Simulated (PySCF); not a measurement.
# Static response to an electric field

Species: TiEtMe3, C5H14Ti (singlet state).
Structure used (PBE0-D3(BJ)/def2-SVP), in Å, numbered top down from 1:
```
atom  x, y, z in Å
Ti1   -0.195    0.179   -0.450
C2     0.024    0.395    1.585
C3     0.834   -0.734    2.208
H4    -1.002    0.449    1.997
H5     0.493    1.385    1.743
H6     0.930   -0.631    3.303
H7     0.373   -1.719    2.024
H8     1.858   -0.777    1.802
C9     1.677    0.212   -1.308
H10    1.696    0.927   -2.150
H11    1.955   -0.788   -1.683
H12    2.420    0.531   -0.556
C13   -1.319    1.760   -1.148
H14   -1.506    1.657   -2.231
H15   -0.785    2.709   -0.965
H16   -2.288    1.787   -0.619
C17   -1.186   -1.588   -0.816
H18   -1.563   -2.006    0.135
H19   -0.510   -2.325   -1.285
H20   -2.043   -1.411   -1.488
```

Level: CAM-B3LYP/def2-SVPD (PySCF), static field, nuclei fixed, core orbitals frozen in the response. The polarisability tensor in these axes (au):

```
x   106.49  -1.72   4.25
y    -1.72 106.01  -4.51
z     4.25  -4.51 112.56
```

Task: Diagonalise the tensor; give its mean and Δα, where Δα² is half the sum of the squared differences of the eigenvalues.

Result: Principal values 103.56, 104.62 and 116.88 au; mean 108.35 au = 16.06 Å³ = 17.87 × 10⁻⁴⁰ C²·m²/J; Δα = 12.81 au (12 % of the mean).

Task: What is the dipole moment, and where does it point?

Result: (0.06, 0.00, 0.33) D, 0.33 D in size, pointing from the negative to the positive side. Measured along this direction, the outermost atoms are H14 at the negative end and H6 at the positive end.

Task: Sum over states: ᾱ = Σ f/ω², ω in Eh. What share falls to these 15 lowest TDDFT singlets (eV, f)? 3.63, 0.0002; 3.67, 0.0000; 3.88, 0.0000; 4.07, 0.0003; 4.08, 0.0000; 4.13, 0.0001; 4.83, 0.0003; 4.86, 0.0000; 4.88, 0.0007; 4.93, 0.0002; 5.10, 0.0008; 5.34, 0.0008; 5.36, 0.0002; 5.43, 0.0236; 5.44, 0.0264.

Result: They add up to 1.36 au, 1.3 % of the 108.35 au; the largest single term is 0.66 au, from the state at 5.44 eV. Terms in order: 0.01, 0.00, 0.00, 0.01, 0.00, 0.01, 0.01, 0.00, 0.02, 0.01, 0.02, 0.02, 0.01, 0.59, 0.66 au. Higher excitations give the rest. The strengths listed sum to 0.053.

Task: Traceless (Buckingham) quadrupole moment about the centre of nuclear charge: eigenvalues?

Result: -0.91, -0.44, 1.35 D·Å. The values depend on the origin, since the dipole doesn't vanish. The electronic extent ⟨r²⟩ about the same centre is 1047 bohr², a root-mean-square distance of 2.11 Å for the 66 electrons.

Task: Find the Langevin capture rate constant for O2+ (31.990 u) meeting this molecule (122.057 u), k = 2.342 × 10⁻⁹ cm³/s × √(α in Å³ / reduced mass in u).

Result: The reduced mass is 25.35 u, so k = 1.86 × 10⁻⁹ cm³/s. The formula leaves out the permanent dipole, which adds to the capture rate.

Isolated species at its PBE0-D3(BJ)/def2-SVP geometry, gas phase.
